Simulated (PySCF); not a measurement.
# A run, input to output

The script drives PySCF SCF with an in-house response code with single-precision fitted integrals, so total energies wander by about 1e-6 Eh between cycles (the fitting error itself is about 1e-3 Eh and cancels in differences); atoms count from 0. Pop asks for populations, which are stored and not printed.

The gap is small, so a closed-shell solution may not be the true ground state; the numbers describe that solution.

Job and coordinates (Å):

```
{"job": {"kind": "nmr", "xc": "KT3", "basis": "pcSseg-1", "pop": false}, "charge": 0, "multiplicity": 1}
C     -8.442873    -2.808678     1.256692
C     -7.242964    -3.342739     1.636983
C     -6.035898    -2.689601     1.306501
C     -4.803152    -3.220114     1.687798
C     -3.599988    -2.588550     1.370001
C     -2.362907    -3.120745     1.752726
C     -1.158892    -2.490296     1.435324
C      0.077730    -3.020840     1.816693
C      1.284613    -2.389843     1.498889
C      2.518790    -2.919503     1.879029
C      3.725752    -2.285879     1.560267
C      4.958992    -2.816452     1.941151
C      6.161701    -2.184875     1.623384
C      7.399469    -2.737223     2.017724
C      8.570015    -2.106668     1.698814
C      8.557952    -0.910624     0.981170
C      7.372244    -0.319733     0.566986
C      7.340444     0.927612    -0.182727
C      8.493625     1.614301    -0.536336
C      8.444583     2.808999    -1.254524
C      7.244184     3.342294    -1.634470
C      6.037106     2.689195    -1.304519
C      4.804696     3.220255    -1.686146
C      3.600963     2.589038    -1.369524
C      2.364098     3.120900    -1.752980
C      1.159668     2.490471    -1.436300
C     -0.077069     3.021171    -1.816808
C     -1.284178     2.390112    -1.498940
C     -2.518385     2.920246    -1.878266
C     -3.725725     2.286817    -1.559818
C     -4.959152     2.817796    -1.939866
C     -6.161851     2.185742    -1.622644
C     -7.399771     2.737619    -2.017187
C     -8.569616     2.105659    -1.697798
C     -8.557530     0.910229    -0.979360
C     -7.371836     0.319825    -0.565221
C     -7.339704    -0.927519     0.184415
C     -8.492727    -1.614346     0.538010
C     -6.084864    -1.467275     0.571477
C     -4.874858    -0.813983     0.241453
C     -3.639758    -1.361187     0.631497
C     -2.427521    -0.710630     0.303064
C     -1.192814    -1.260236     0.695203
C      0.015495    -0.610103     0.366192
C      1.254510    -1.159666     0.758756
C      2.458376    -0.509657     0.429381
C      3.701672    -1.057874     0.822436
C      4.906000    -0.410024     0.495457
C      6.147388    -0.961310     0.889247
C      4.874592     0.814444    -0.240827
C      6.085342     1.467044    -0.569674
C      3.639604     1.361226    -0.631985
C      2.427063     0.710517    -0.304275
C      1.192490     1.260228    -0.696530
C     -0.015901     0.610020    -0.367581
C     -1.254974     1.159516    -0.759702
C     -2.458913     0.509719    -0.430171
C     -3.702147     1.058595    -0.822250
C     -4.906344     0.410742    -0.494645
C     -6.147533     0.962049    -0.888490
H     -9.366640    -3.308828     1.509525
H     -7.197588    -4.267665     2.193256
H     -4.779667    -4.146429     2.244244
H     -2.340012    -4.046790     2.309805
H      0.101899    -3.946677     2.374100
H      2.545126    -3.845137     2.436506
H      4.983044    -3.742151     2.498469
H      7.399859    -3.663847     2.572635
H      9.517479    -2.530123     2.000291
H      9.506745    -0.451426     0.754526
H      9.463872     1.234492    -0.259259
H      9.368303     3.309069    -1.508192
H      7.197046     4.266486    -2.191264
H      4.781648     4.146790    -2.242027
H      2.343092     4.047216    -2.309380
H     -0.100505     3.947223    -2.373871
H     -2.543067     3.846233    -2.435176
H     -4.983589     3.744125    -2.496157
H     -7.402386     3.663585    -2.573476
H     -9.517100     2.528029    -1.999751
H     -9.506788     0.452071    -0.752603
H     -9.463573    -1.235164     0.262041
```

Command:

```bash
OMP_NUM_THREADS=4 python large_run.py task.json out
```

Problem. What does the program print?

Solution. 
```
nearly dependent basis: matrix products in double precision
start: PBE on a coarse grid of 72781 points
cycle   1  E = -2295.9847929571  dE =  1.214e+01  |g| = 1.061e+00  |ddm| = 1.725e+01
cycle   2  E = -2295.8899115535  dE =  9.488e-02  |g| = 1.212e+00  |ddm| = 7.341e+00
cycle   3  E = -2295.9853492890  dE = -9.544e-02  |g| = 8.296e-01  |ddm| = 5.004e+00
cycle   4  E = -2296.0300283442  dE = -4.468e-02  |g| = 7.473e-01  |ddm| = 2.292e+00
cycle   5  E = -2296.2138459646  dE = -1.838e-01  |g| = 4.319e-01  |ddm| = 1.967e+00
cycle   6  E = -2296.2207826759  dE = -6.937e-03  |g| = 4.096e-01  |ddm| = 1.695e+00
cycle   7  E = -2296.3050402428  dE = -8.426e-02  |g| = 1.541e-01  |ddm| = 1.241e+00
cycle   8  E = -2296.2692808821  dE =  3.576e-02  |g| = 2.957e-01  |ddm| = 4.089e-01
cycle   9  E = -2296.2635622181  dE =  5.719e-03  |g| = 3.133e-01  |ddm| = 3.122e-01
cycle  10  E = -2296.2577730419  dE =  5.789e-03  |g| = 3.286e-01  |ddm| = 5.470e-02
...
cycle  65  E = -2338.1420390726  dE = -1.215e-04  |g| = 9.641e-03  |ddm| = 2.160e-02
cycle  66  E = -2338.1420499322  dE = -1.086e-05  |g| = 8.337e-03  |ddm| = 5.677e-03
cycle  67  E = -2338.1420821957  dE = -3.226e-05  |g| = 2.214e-03  |ddm| = 1.247e-02
cycle  68  E = -2338.1420832891  dE = -1.093e-06  |g| = 1.645e-03  |ddm| = 2.467e-03
cycle  69  E = -2338.1420843181  dE = -1.029e-06  |g| = 7.444e-04  |ddm| = 2.473e-03
cycle  70  E = -2338.1420840572  dE =  2.609e-07  |g| = 9.882e-04  |ddm| = 3.183e-03
cycle  71  E = -2338.1420845544  dE = -4.972e-07  |g| = 2.695e-04  |ddm| = 2.277e-03
cycle  72  E = -2338.1420844714  dE =  8.295e-08  |g| = 5.266e-04  |ddm| = 1.236e-03
cycle  73  E = -2338.1420845760  dE = -1.046e-07  |g| = 1.390e-04  |ddm| = 9.358e-04
cycle  74  E = -2338.1420845820  dE = -5.977e-09  |g| = 8.228e-05  |ddm| = 3.032e-04
converged SCF energy = -2338.1420845820

GIAO shielding tensors (ppm)
atom      isotropic    diamagn.    paramagn.     s11        s22        s33       span
  0 C       63.861     257.510    -193.649    -34.220     55.880    169.924    204.143
  1 C       62.239     229.063    -166.824    -23.736     57.185    153.269    177.005
  2 C       59.591     254.949    -195.358     -8.737      4.216    183.295    192.032
  3 C       62.391     249.374    -186.984     -6.476     57.245    136.403    142.880
  4 C       59.874     253.889    -194.015     -9.623     11.059    178.187    187.809
  5 C       61.543     252.297    -190.755     -4.317     56.272    132.672    136.990
  6 C       58.106     253.457    -195.351    -11.345     12.715    172.948    184.293
  7 C       61.138     252.608    -191.470     -3.728     55.873    131.269    134.997
  8 C       58.124     253.438    -195.313    -11.319     12.732    172.960    184.279
  9 C       61.582     252.281    -190.699     -4.231     56.278    132.700    136.931
 10 C       59.877     253.889    -194.013     -9.592     10.993    178.229    187.821
 11 C       62.383     249.326    -186.943     -6.466     57.272    136.344    142.810
 12 C       59.599     254.934    -195.335     -8.669      4.138    183.327    191.995
 13 C       62.223     229.021    -166.797    -23.712     57.153    153.230    176.942
 14 C       63.894     257.607    -193.713    -34.151     55.913    169.921    204.072
 15 C       70.958     207.444    -136.487    -16.555     56.857    172.571    189.126
 16 C       61.622     239.535    -177.913    -15.195     27.729    172.332    187.528
 17 C       61.627     239.436    -177.809    -15.164     27.735    172.311    187.475
 18 C       70.976     207.506    -136.530    -16.557     56.881    172.604    189.161
 19 C       63.902     257.590    -193.688    -34.143     55.905    169.944    204.087
 20 C       62.226     229.020    -166.794    -23.700     57.115    153.263    176.964
 21 C       59.592     254.971    -195.380     -8.641      4.069    183.348    191.988
 22 C       62.406     249.365    -186.959     -6.413     57.258    136.373    142.786
 23 C       59.853     253.894    -194.041     -9.599     10.950    178.208    187.807
 24 C       61.606     252.262    -190.656     -4.187     56.256    132.750    136.937
 25 C       58.096     253.475    -195.379    -11.316     12.685    172.921    184.237
 26 C       61.152     252.559    -191.407     -3.679     55.834    131.300    134.979
 27 C       58.077     253.425    -195.349    -11.324     12.639    172.915    184.239
 28 C       61.580     252.228    -190.648     -4.225     56.217    132.746    136.971
 29 C       59.861     253.794    -193.934     -9.599     11.008    178.173    187.773
 30 C       62.394     249.374    -186.981     -6.463     57.214    136.430    142.893
 31 C       59.595     254.971    -195.376     -8.747      4.216    183.316    192.062
 32 C       62.218     229.118    -166.901    -23.798     57.184    153.267    177.064
 33 C       63.846     257.574    -193.728    -34.262     55.890    169.912    204.174
 34 C       70.974     207.578    -136.603    -16.565     56.902    172.586    189.151
 35 C       61.636     239.417    -177.780    -15.197     27.769    172.337    187.535
 36 C       61.625     239.468    -177.843    -15.215     27.765    172.326    187.542
 37 C       70.961     207.661    -136.699    -16.601     56.913    172.571    189.173
 38 C       69.101     234.271    -165.170      6.501     12.922    187.879    181.378
 39 C       71.329     244.241    -172.913      4.846     19.810    189.330    184.484
 40 C       72.826     236.344    -163.518      6.802     20.610    191.066    184.263
 41 C       75.356     246.209    -170.853      7.302     17.507    201.260    193.957
 42 C       72.891     239.711    -166.820      5.175     22.211    191.287    186.111
 43 C       76.984     246.804    -169.820      8.623     16.475    205.855    197.232
 44 C       72.885     239.644    -166.759      5.178     22.203    191.273    186.095
 45 C       75.353     246.259    -170.906      7.282     17.521    201.256    193.974
 46 C       72.845     236.481    -163.636      6.862     20.599    191.073    184.210
 47 C       71.352     244.205    -172.853      4.940     19.750    189.366    184.426
 48 C       69.120     234.272    -165.152      6.561     12.921    187.879    181.318
 49 C       71.339     244.355    -173.017      4.940     19.730    189.346    184.406
 50 C       69.116     234.240    -165.124      6.600     12.860    187.888    181.289
 51 C       72.812     236.638    -163.826      6.847     20.559    191.029    184.183
 52 C       75.338     246.150    -170.812      7.273     17.521    201.221    193.948
 53 C       72.862     239.621    -166.759      5.162     22.170    191.252    186.090
 54 C       76.975     246.756    -169.782      8.632     16.477    205.814    197.182
 55 C       72.865     239.574    -166.709      5.182     22.149    191.264    186.082
 56 C       75.346     246.022    -170.676      7.298     17.509    201.230    193.932
 57 C       72.809     236.390    -163.580      6.818     20.555    191.055    184.238
 58 C       71.330     244.201    -172.871      4.868     19.801    189.321    184.453
 59 C       69.107     234.270    -165.164      6.493     12.923    187.904    181.412
 60 H       23.126      20.695       2.431     16.557     26.004     26.817     10.260
 61 H       22.805      30.473      -7.668     15.176     24.847     28.392     13.216
 62 H       22.029      39.225     -17.197     11.988     24.624     29.474     17.485
 63 H       21.742      40.201     -18.459     10.965     24.597     29.663     18.698
 64 H       21.676      40.376     -18.700     10.733     24.581     29.712     18.979
 65 H       21.745      40.184     -18.439     10.969     24.604     29.663     18.694
 66 H       22.032      39.247     -17.215     11.993     24.626     29.477     17.485
 67 H       22.811      30.514      -7.702     15.181     24.850     28.404     13.223
 68 H       23.124      20.728       2.396     16.568     26.000     26.804     10.237
 69 H       22.299      39.190     -16.891     12.963     24.896     29.038     16.074
 70 H       22.298      39.181     -16.883     12.964     24.893     29.037     16.073
 71 H       23.123      20.727       2.396     16.563     26.000     26.806     10.242
 72 H       22.810      30.514      -7.704     15.173     24.849     28.407     13.234
 73 H       22.031      39.237     -17.207     11.990     24.627     29.475     17.485
 74 H       21.744      40.173     -18.429     10.966     24.605     29.661     18.695
 75 H       21.674      40.362     -18.688     10.730     24.583     29.710     18.980
 76 H       21.743      40.187     -18.445     10.963     24.603     29.662     18.699
 77 H       22.027      39.247     -17.221     11.983     24.624     29.473     17.490
 78 H       22.802      30.492      -7.690     15.172     24.843     28.391     13.218
 79 H       23.125      20.719       2.406     16.557     26.000     26.818     10.262
 80 H       22.299      39.206     -16.907     12.963     24.896     29.038     16.075
 81 H       22.297      39.203     -16.906     12.964     24.892     29.035     16.071
```

Problem. Roughly how long does this take on 4 threads of Arm Neoverse N1 (shared host), and how large is the basis?

Solution. About 12 min of wall time, peak memory 3.7 GiB; 1130 basis functions and 3182 fitting functions.
